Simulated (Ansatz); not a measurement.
Gas-phase electronic energies from Ansatz, PBE0-D4/def2-TZVP geometries. CCSD(T)/CBS is the MP2 limit (def2-TZVPP, def2-QZVPP) plus CCSD(T) − MP2 in def2-TZVPP, frozen cores. This one scheme is used for every species. DFT in def2-TZVPP. For Mg outer-core shells are correlated without core-valence functions, which leaves a few kJ/mol of doubt a bond. One conformer a species, not always the lowest.

`CC(C)[O][Mg][F]` + H₂ → `CC(C)[O][MgH]` + H–F  (hydrogenolysis of a Mg–F bond)

**Question.** Is it downhill or uphill in electronic energy at CCSD(T)/CBS, and by how much? (Estimate.)

**Answer.** The calculation gave: Uphill: ΔE = +155.6 kJ/mol.

**Question.** What do these levels give: revPBE-D4, BLYP-D4, B97M-V, r2SCANh-D4, BHLYP-D4, ωB97M-V, r2SCAN, r2SCAN0, HF/def2-SVP, MP2/def2-SVP, CCSD(T)/def2-SVP, SCS-MP2/def2-TZVPP? (Best estimate.)

**Answer.** Ansatz gave: revPBE-D4 149.7, BLYP-D4 158.7, B97M-V 135.2, r2SCANh-D4 157.7, BHLYP-D4 152.0, ωB97M-V 150.6, r2SCAN 160.2, r2SCAN0 154.3, HF/def2-SVP 154.8, MP2/def2-SVP 177.7, CCSD(T)/def2-SVP 166.6, SCS-MP2/def2-TZVPP 157.7 kJ/mol.

Largest T1 diagnostic among the species: 0.011.

From PBE to PBE0 (25 % exact exchange), in def2-TZVPP and without D4, ΔE moves by −3.8 kJ/mol. Leaving LDA and LC-ωPBE aside and taking each functional with its dispersion term where it has one, the values, not all of them listed here, spread over 25.0 kJ/mol, from B97M-V to r2SCAN-D4. LDA lies −10.7 kJ/mol from PBE without D4. In def2-TZVPP, CCSD(T) changes the Hartree–Fock value by +5.7 kJ/mol (the triples alone add +1.2 kJ/mol) and MP2 by +16.7 kJ/mol.
